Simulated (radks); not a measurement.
Results of a calculation; reference values are marked as such.
Spherical quantum dot in the effective-mass picture: electrons in a parabolic well V = omega^2 r^2 / 2 with omega = 2.85, with a point charge +1 (a donor) at the centre, all in effective atomic units (hartree* = m*/eps^2 hartree, bohr* = eps/m* bohr), one dielectric constant everywhere. Level of theory: non-relativistic Kohn-Sham, PBE, spin-polarised, spherical densities (a radial shooting solver with Libxc functionals). Levels are named by radial order and angular momentum (1s, 1p, 1d, 2s, ...), and open shells are averaged over m. Results are scaled to m* = 0.107 and eps = 13.4, for which hartree* = 16.22 meV and bohr* = 6.627 nm.

N = 31, configuration 1s2 1p6 1d10 2s2 1f(up 7, down 4). This is the lowest configuration that the search found. Occupied and some empty levels:

| level | occupation | eigenvalue (meV) | <r> (nm) |
|---|---|---|---|
| 1s up | 1 | 428.03 | 5.324 |
| 1s down | 1 | 428.31 | 5.288 |
| 1p up | 3 | 459.02 | 7.581 |
| 1p down | 3 | 459.70 | 7.550 |
| 2s up | 1 | 482.83 | 7.879 |
| 2s down | 1 | 483.54 | 7.889 |
| 1d up | 5 | 487.15 | 8.932 |
| 1d down | 5 | 488.05 | 8.916 |
| 1f up | 7 | 516.40 | 9.942 |
| 1f down | 4 | 517.40 | 9.937 |
| 2p up | 0 | 519.40 | 8.862 |
| 2p down | 0 | 520.05 | 8.875 |
| 1g up | 0 | 547.23 | 10.77 |
| 1g down | 0 | 548.25 | 10.78 |
| 2d up | 0 | 553.86 | 9.826 |
| 2d down | 0 | 554.50 | 9.835 |

Energy (meV): total 9969.95, kinetic 1660.3, external 3431.5, Hartree 5298.3, exchange-correlation -420.11.

Electron density:

| r (nm) | n(r) (e/nm^3) |
|---|---|
| 0.825 | 0.01209 |
| 1.74 | 0.008832 |
| 2.66 | 0.006564 |
| 3.58 | 0.005309 |
| 4.50 | 0.004917 |
| 5.42 | 0.005077 |
| 6.34 | 0.005401 |
| 7.26 | 0.005529 |
| 8.18 | 0.005236 |
| 9.09 | 0.004499 |
| 10.0 | 0.003455 |
| 10.9 | 0.002357 |
| 11.8 | 0.001410 |
| 12.8 | 0.0007389 |
| 13.7 | 0.0003413 |
| 14.6 | 0.0001377 |
| 15.5 | 0.00004865 |
| 16.4 | 0.00001519 |
| 17.4 | 4.105e-06 |
| 18.3 | 9.805e-07 |
